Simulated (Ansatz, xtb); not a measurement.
## Two isomers of C6H5NS

We compare a, `C#Cc1cscc1N`, a singlet, with b, `C#Cc1ccsc1N`, a singlet. Both are isolated molecules in the gas phase, relaxed with B3LYP-D3(BJ)/def2-SVP; the shapes shown needn't be the lowest conformers.

a (Å):

```csv
atom,x (Å),y (Å),z (Å)
C,-0.0533,2.5280,0.2323
C,0.8177,1.7501,-0.1050
C,1.7970,0.7916,-0.4864
C,3.0049,1.0808,-1.0933
C,2.6871,-1.3579,-0.7509
C,1.6122,-0.6351,-0.2807
N,0.4955,-1.1369,0.3636
S,3.9192,-0.3332,-1.4234
H,-0.8072,3.2317,0.5301
H,3.3788,2.0674,-1.3585
H,2.8263,-2.4365,-0.7218
H,-0.3137,-0.5242,0.3553
H,0.2661,-2.1048,0.1727
```

b (Å):

```xyz
13

C    -0.3144    2.0278    0.7934
C     0.5383    1.3942    0.1999
C     1.5160    0.6078   -0.4657
C     2.5562    1.0966   -1.3362
C     3.3686    0.1145   -1.8166
C     1.5726   -0.7771   -0.3150
N     0.6973   -1.5665    0.3897
S     2.8831   -1.4633   -1.2367
H    -1.0633    2.6023    1.3038
H     2.6780    2.1542   -1.5710
H     4.2313    0.2016   -2.4733
H     1.0582   -2.4282    0.7826
H     0.0830   -1.0532    1.0156
```

Problem. Which of the two would you expect CCSD(T)/def2-SVP + ΔMP2/def2-TZVPP electronic energies to favour?

Solution. CCSD(T)/def2-SVP + ΔMP2/def2-TZVPP gives E(b) − E(a) = +4.22 kJ/mol, favouring structure a, but this leans on the basis-set step: CCSD(T) alone gives +0.82 kJ/mol.

The same difference at several levels:

```tsv
level	geometry	E(b) − E(a) (kJ/mol)	departure from the last row (kJ/mol)	job, with rough time for the two
GFN2-xTB	GFN2-xTB	+0.45	−3.77	optimisation, 0.16 s
HF/STO-3G	GFN2-xTB	−7.99	−12.21	single point, 0.64 s
r2SCAN-D4/def2-SVP	GFN2-xTB	−0.34	−4.57	single point, 8.1 s
B3LYP-D3(BJ)/def2-SVP	B3LYP-D3(BJ)/def2-SVP	−1.00	−5.23	optimisation, 77 s
HF/def2-SVP	B3LYP-D3(BJ)/def2-SVP	−3.12	−7.34	part of the CCSD(T) run
MP2/def2-SVP	B3LYP-D3(BJ)/def2-SVP	+2.44	−1.78	part of the CCSD(T) run
CCSD(T)/def2-SVP	B3LYP-D3(BJ)/def2-SVP	+0.82	−3.40	single point
CCSD(T)/def2-SVP + ΔMP2/def2-TZVPP	B3LYP-D3(BJ)/def2-SVP	+4.22		single point, 2.7 min
```

As drawn, both hold the same kinds of bond in the same numbers.

HF/STO-3G, HF/def2-SVP put the two in the other order. GFN2-xTB, r2SCAN-D4/def2-SVP, B3LYP-D3(BJ)/def2-SVP, CCSD(T)/def2-SVP find them nearly level. The largest departure from CCSD(T)/def2-SVP + ΔMP2/def2-TZVPP is that of HF/STO-3G, 12.21 kJ/mol. The last row adds to CCSD(T) the change of the MP2 difference between the two basis sets, here +3.40 kJ/mol.

With thermal terms from frequencies at re-optimised GFN2-xTB minima (ideal gas, soft modes damped towards free rotors, one conformer each, 298.15 K, 1 atm): on the last row, ΔE + ΔZPE = +3.68, ΔH = +3.97, ΔG = +3.42 kJ/mol.

The correlated steps freeze 12 core orbitals. Codes used: Ansatz 0.2.0, xtb 6.7.1; the last row on 2 threads of Arm Neoverse V2 on a shared host.
